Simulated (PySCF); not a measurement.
Computed shifts of a molecule C3H6BFO2, PBE0/pcSseg-1 in PySCF, GIAO, gas phase, equivalent atoms averaged, in ppm (number of nuclei): ¹³C: 166.5 (1), 107.4 (1), 56.6 (1). ¹⁹F: -103.2 (1). ¹H: 5.69 (1), 5.05 (1), 4.30 (1), 3.77 (3). References: ¹³C against TMS (σ = 186.3 ppm); ¹⁷O against H2O (σ = 334.2 ppm); ¹¹B against BF3 (σ = 88.8 ppm); ¹⁹F against CFCl3 (σ = 167.2 ppm); ¹H against TMS (σ = 31.56 ppm), references at their B3LYP-D3(BJ)/def2-TZVP geometries, non-relativistic. Coordinates come from a ωB97X-D3(BJ)/def2-SVP optimisation. Other conformers were not sampled.

Q: Pick the molecule that these values belong to.
A. C=C(F)B(O)OC
B. C=C(OC)B(O)F
C. CCB(F)OC=O
D. OC[C@H]1OCB1F

A: B, C=C(OC)B(O)F
